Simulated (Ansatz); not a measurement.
One change: `[F][Al]([SH])[SH]` becomes `[F][Al]([SH])[Br]`.

Ansatz, PBE0-D4/def2-TZVP geometries, multiplicity 1. Each molecule was computed in one conformer, which needn't be the lowest.

Scalar relativity is left out up to krypton.

| property | `[F][Al]([SH])[SH]` |
| --- | --- |
| HOMO–LUMO gap (B3LYP/def2-TZVPP) / eV | 6.54 |
| HOMO energy (B3LYP/def2-TZVPP) / eV | -7.62 |
| size of the dipole moment (PBE/def2-TZVPP) / D | 0.35 |
| HOMO energy (PBE0/def2-TZVPP) / eV | -7.89 |
| HOMO–LUMO gap (PBE0/def2-TZVPP) / eV | 7.08 |
| LUMO energy (B3LYP/def2-TZVPP) / eV | -1.08 |

Give the same properties after the change, and the shifts. (Best estimate.)

The calculation gave: 
```json
{"property": "HOMO–LUMO gap (B3LYP/def2-TZVPP) / eV", "`[F][Al]([SH])[Br]`": "6.60", "shift": "0.06"}
{"property": "HOMO energy (B3LYP/def2-TZVPP) / eV", "`[F][Al]([SH])[Br]`": "-8.01", "shift": "-0.39"}
{"property": "size of the dipole moment (PBE/def2-TZVPP) / D", "`[F][Al]([SH])[Br]`": "1.40", "shift": "1.05"}
{"property": "HOMO energy (PBE0/def2-TZVPP) / eV", "`[F][Al]([SH])[Br]`": "-8.29", "shift": "-0.40"}
{"property": "HOMO–LUMO gap (PBE0/def2-TZVPP) / eV", "`[F][Al]([SH])[Br]`": "7.14", "shift": "0.06"}
{"property": "LUMO energy (B3LYP/def2-TZVPP) / eV", "`[F][Al]([SH])[Br]`": "-1.42", "shift": "-0.34"}
```

With PBE0 the HOMO falls by 0.40 eV and the LUMO falls by 0.32 eV, so the gap widens by about 0.08 eV. PBE moves the HOMO by -0.38 eV and ωB97M-V by -0.42 eV. Dipoles are sizes alone; their direction can turn.

B3LYP here is the variant with VWN-RPA as its local correlation; programs differ in this.

Spin–orbit coupling is left out; it splits and shifts lone-pair levels of the heavy atoms by tenths of an eV.
